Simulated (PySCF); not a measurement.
# F⁺ (fluorine, charge +1) across methods

[He] 2s2 2p3 3s1, high-spin 5S determinant (an excited configuration). All numbers are calculated (PySCF 2.14, the non-relativistic Hamiltonian (point nucleus), in aug-cc-pwCVDZ (5s4p2d, 27 functions)).

| method | E (hartree) | mean ε 2s β (eV) | mean ε 2p α (eV) | mean ε 3s α (eV) | Σ⟨r²⟩ (bohr²) | ⟨S²⟩ |
| --- | --- | --- | --- | --- | --- | --- |
| PBEsol | -97.8843 | -53.119 | -41.573 | -10.058 | 15.30 | 6.001 |
| PBE | -98.1742 | -53.347 | -41.659 | -10.077 | 15.27 | 6.001 |
| LDA | -97.6066 | -53.270 | -41.750 | -10.121 | 15.27 | 6.001 |
| MN15 | -98.1782 | -56.992 | -45.479 | -10.974 | 15.39 | 6.000 |
| UHF | -98.04014 | -60.781 | -53.844 | -12.617 | 15.31 | 6.003 |
| M06-L | -98.2487 | -53.954 | -42.925 | -9.937 | 15.19 | 6.003 |
| revPBE | -98.2445 | -53.349 | -41.612 | -10.054 | 15.29 | 6.001 |
| r2SCAN | -98.2348 | -53.555 | -42.903 | -10.209 | 15.29 | 6.002 |
| PBE0 | -98.1906 | -55.689 | -44.871 | -10.813 | 15.28 | 6.001 |

The outer electron is Rydberg-like, and this basis confines it to a smaller radius and binds it less than a complete one would.
